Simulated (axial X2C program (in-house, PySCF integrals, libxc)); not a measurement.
**Worked dissociation energy of VSi⁺: CCSD(T), scalar-relativistic**

Calculated with an in-house relativistic program for diatomic molecules. Spin-free means the one-electron spin-free X2C Hamiltonian. Basis: V dyall-cv3z [10s10p6d4f2g], Si dyall-v3z [8s7p2d1f] (cores contracted in-house); Gaussian nuclei, density fitting, unrestricted open shells. Masses: V 50.944 u, Si 27.977 u.

Molecular state: M_S = 3, Λ = 0 (beyond evenly filled blocks: 2 × σα, π+α, π-α, δ+α, δ-α).

Correlated methods: 8 electrons correlated (number of frozen shells: V 3 s, 2 p; Si 2 s, 1 p), 252 virtual spin orbitals or spinors in MP2, 90 natural virtuals in coupled cluster.

```
E(V+) (2M_S = 4, M_L = 0) : -947.986891 hartree
E(Si) (2M_S = 2, M_L = 0) : -289.540528 hartree
E(VSi⁺) at Re             : -1237.594533 hartree
ωe                        : 359.1 cm⁻¹
ωexe                      : 1.08 cm⁻¹
```

Problem. Work out De and D0.

Solution. De = -947.986891 + (-289.540528) − (-1237.594533) = 0.06711 hartree = 1.826 eV. The zero-point energy is ωe/2 − ωexe/4 = 179 cm⁻¹ = 0.022 eV, so D0 = 1.804 eV.

The state is one determinant whose occupation by symmetry is held fixed; it was picked as the lowest of a PBE0 search that is not exhaustive. De is counted from the lowest determinant-based energies of the atoms at the same level, without counterpoise correction. Coupled cluster ran in a truncated set of natural virtual spinors; the MP2 energy of the rest was added. (T) has no such correction and the atoms are truncated less, which lowers De at CCSD(T) by a hundredth of an eV or more. PBE0 can misorder states that lie within some tenths of an eV, so this need not be the ground state of the molecule. The nearest other spin-free determinant of the search, M_S = 2, Λ = 0, lies 0.37 eV up at the distance of the search. The outer-core s and p shells of the metal are frozen in the correlated rows, which leaves out core–valence correlation; for alkali and alkaline-earth bonds that tends to lengthen them. The T1 diagnostic is large, a sign of multireference character.

Each atomic determinant is the lowest at this level and need not be a pure term. Totals compare only within one Hamiltonian and basis.
